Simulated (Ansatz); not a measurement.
C2HO, SMILES `C#C[O+]` (excited singlet) (charge 1, multiplicity 1). This singlet is an excited state, 1.10 eV above the relaxed triplet at the level B3LYP/cc-pVTZ // B3LYP-D3(BJ)/def2-TZVP (Ansatz, a first-principles code).

Cartesian coordinates (Å):
```xyz
4

C     -0.7482    -0.2870     0.2536
C      0.5865     0.0414     0.0450
O      1.7098     0.1508     0.0911
H     -1.5480     0.0949    -0.3897
```
Charge +1, spin multiplicity 1.

Frozen-core energies in cc-pVDZ from Ansatz at a geometry from B3LYP-D3(BJ)/def2-TZVP; the HF reference has <S^2> = 0.00 (restricted, and unstable towards unrestricted orbitals) and the T1 diagnostic is 0.023.

```json
[
 {"level": "HF", "energy (Ha)": "-150.72439"},
 {"level": "MP2", "energy (Ha)": "-151.12015"},
 {"level": "CCSD", "energy (Ha)": "-151.14029"},
 {"level": "CCSD(T)", "energy (Ha)": "-151.15801"}
]
```

### Question
Estimate the energies of CCSDT and CCSDT(Q), and give each level's difference from CCSDT(Q).

### Answer

```
level     energy (Ha)  difference from CCSDT(Q) (mHa)
--------  -----------  ------------------------------
MP2        -151.12015                           41.97
CCSD       -151.14029                           21.83
CCSD(T)    -151.15801                            4.11
CCSDT      -151.15984                            2.28
CCSDT(Q)   -151.16212                            0.00
```
